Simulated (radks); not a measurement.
Spherical jellium clusters: N electrons in a uniform positive sphere of charge N and radius rs N^(1/3), rs = 2.38 bohr. Calculated with a radial shooting solver with Libxc functionals: non-relativistic Kohn-Sham, PBEsol, spin-polarised, spherical densities. Levels are named by radial order and angular momentum (1s, 1p, 1d, 2s, ...), and open shells are averaged over m.

N = 17, configuration 1s2 1p6 1d(up 5, down 4). This is the lowest configuration that the search found. Occupied and some empty levels:

| level | occupation | eigenvalue (eV) | <r> (bohr) |
|---|---|---|---|
| 1s up | 1 | -9.6692 | 3.672 |
| 1s down | 1 | -9.5795 | 3.633 |
| 1p up | 3 | -7.0684 | 4.636 |
| 1p down | 3 | -6.9271 | 4.621 |
| 1d up | 5 | -4.1836 | 5.427 |
| 1d down | 4 | -4.0264 | 5.432 |
| 2s up | 0 | -3.6819 | 5.080 |
| 2s down | 0 | -3.5998 | 5.098 |
| 1f up | 0 | -1.1931 | 6.436 |
| 2p up | 0 | -1.0503 | 7.604 |
| 1f down | 0 | -1.0468 | 6.490 |
| 2p down | 0 | -0.97588 | 7.703 |

Energy (eV): total -15.9281, kinetic 73.619, external -1484.0, Hartree 716.80, exchange-correlation -93.390, background 771.03.

Electron density:

| r (bohr) | n(r) (e/bohr^3) |
|---|---|
| 0.207 | 0.009784 |
| 0.729 | 0.01040 |
| 1.25 | 0.01170 |
| 1.77 | 0.01358 |
| 2.29 | 0.01579 |
| 2.81 | 0.01786 |
| 3.33 | 0.01921 |
| 3.86 | 0.01930 |
| 4.38 | 0.01782 |
| 4.90 | 0.01492 |
| 5.42 | 0.01120 |
| 5.94 | 0.007514 |
| 6.46 | 0.004571 |
| 6.98 | 0.002594 |
| 7.50 | 0.001405 |
| 8.03 | 0.0007370 |
| 8.55 | 0.0003807 |
| 9.07 | 0.0001953 |
| 9.59 | 0.00009985 |
| 10.1 | 0.00005130 |
